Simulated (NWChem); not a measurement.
Species: TiOCl cation; SMILES [Ti+]([Cl])=[O]

Computed with NWChem. Pople sets run with spherical d functions. This spin state was assumed; another may lie lower. Each level has its own optimisation; frequencies are unscaled.

```json
[
 {"level": "LDA (Slater exchange, VWN5)/def2-SVP", "r Cl–Ti (Å)": "…", "r O–Ti (Å)": "1.552", "highest harmonic frequency (cm⁻¹)": "…", "lowest (cm⁻¹)": "…", "zero-point energy (kcal/mol)": "2.8"},
 {"level": "BLYP/def2-SVP", "r Cl–Ti (Å)": "2.159", "r O–Ti (Å)": "1.579", "highest harmonic frequency (cm⁻¹)": "1116", "lowest (cm⁻¹)": "240", "zero-point energy (kcal/mol)": "2.6"},
 {"level": "B3LYP/6-31G*", "r Cl–Ti (Å)": "2.147", "r O–Ti (Å)": "1.553", "highest harmonic frequency (cm⁻¹)": "1186", "lowest (cm⁻¹)": "240", "zero-point energy (kcal/mol)": "2.8"},
 {"level": "PBE0/def2-SVP", "r Cl–Ti (Å)": "2.128", "r O–Ti (Å)": "1.540", "highest harmonic frequency (cm⁻¹)": "1214", "lowest (cm⁻¹)": "249", "zero-point energy (kcal/mol)": "2.9"}
]
```

Complete the blanks.


- LDA (Slater exchange, VWN5)/def2-SVP, r Cl–Ti (Å): 2.112
- LDA (Slater exchange, VWN5)/def2-SVP, highest harmonic frequency (cm⁻¹): 1174
- LDA (Slater exchange, VWN5)/def2-SVP, lowest (cm⁻¹): 257
